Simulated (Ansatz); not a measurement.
```yaml
crystal:
  periodic: [false, false, false]
  atoms:
    - {symbol: C, position_ang: [4.635031, 1.260401, 0.709504]}
    - {symbol: C, position_ang: [4.375537, -0.243922, 0.671205]}
    - {symbol: C, position_ang: [3.299776, -0.671231, -0.330442]}
    - {symbol: C, position_ang: [1.899291, -0.137252, -0.029263]}
    - {symbol: C, position_ang: [0.842868, -0.658619, -1.003597]}
    - {symbol: C, position_ang: [-0.559602, -0.078240, -0.804781]}
    - {symbol: C, position_ang: [-1.213240, -0.454636, 0.526087]}
    - {symbol: C, position_ang: [-2.620460, 0.113866, 0.723540]}
    - {symbol: C, position_ang: [-3.666642, -0.438630, -0.243526]}
    - {symbol: C, position_ang: [-5.088998, 0.041226, 0.029931]}
    - {symbol: S, position_ang: [-5.348113, 1.849350, -0.137726]}
    - {symbol: H, position_ang: [4.902910, 1.642001, -0.290679]}
    - {symbol: H, position_ang: [5.463833, 1.506567, 1.392046]}
    - {symbol: H, position_ang: [3.751506, 1.822539, 1.052062]}
    - {symbol: H, position_ang: [4.090127, -0.595745, 1.680633]}
    - {symbol: H, position_ang: [5.316649, -0.767681, 0.425920]}
    - {symbol: H, position_ang: [3.257681, -1.775796, -0.363698]}
    - {symbol: H, position_ang: [3.599650, -0.351653, -1.347582]}
    - {symbol: H, position_ang: [1.899439, 0.968420, -0.061859]}
    - {symbol: H, position_ang: [1.629667, -0.410730, 1.008047]}
    - {symbol: H, position_ang: [0.794413, -1.762613, -0.931835]}
    - {symbol: H, position_ang: [1.177312, -0.440908, -2.034788]}
    - {symbol: H, position_ang: [-0.515842, 1.025400, -0.886625]}
    - {symbol: H, position_ang: [-1.199319, -0.417479, -1.638740]}
    - {symbol: H, position_ang: [-0.577429, -0.103587, 1.357567]}
    - {symbol: H, position_ang: [-1.243970, -1.558601, 0.614813]}
    - {symbol: H, position_ang: [-2.953160, -0.098786, 1.756661]}
    - {symbol: H, position_ang: [-2.595489, 1.214923, 0.635733]}
    - {symbol: H, position_ang: [-3.668584, -1.544942, -0.188035]}
    - {symbol: H, position_ang: [-3.399579, -0.188331, -1.286415]}
    - {symbol: H, position_ang: [-5.375798, -0.171527, 1.074060]}
    - {symbol: H, position_ang: [-5.814733, -0.481876, -0.613138]}
    - {symbol: H, position_ang: [-5.094740, 1.908112, -1.465062]}
basis:
  gaussian: {orbitals: def2-TZVP}
total_charge: -1
magnetization: {spin_polarized: true, initial_magnetization: 1}
hamiltonian: {xc: pbe0, dispersion: d4}
scf: {omitted_lower_state_checks: [starts]}
output: {orbitals: {seedname: orbitals}}
```

```sh
$ ansatz run in.yaml --threads 4 --pin off --events-out ev --progress --plain --max-ram 6963MiB
```

Does this run fit into the memory that it is given?

No. It has 479 basis functions, and Ansatz plans for 6.82 GiB where 6.79 GiB are given.
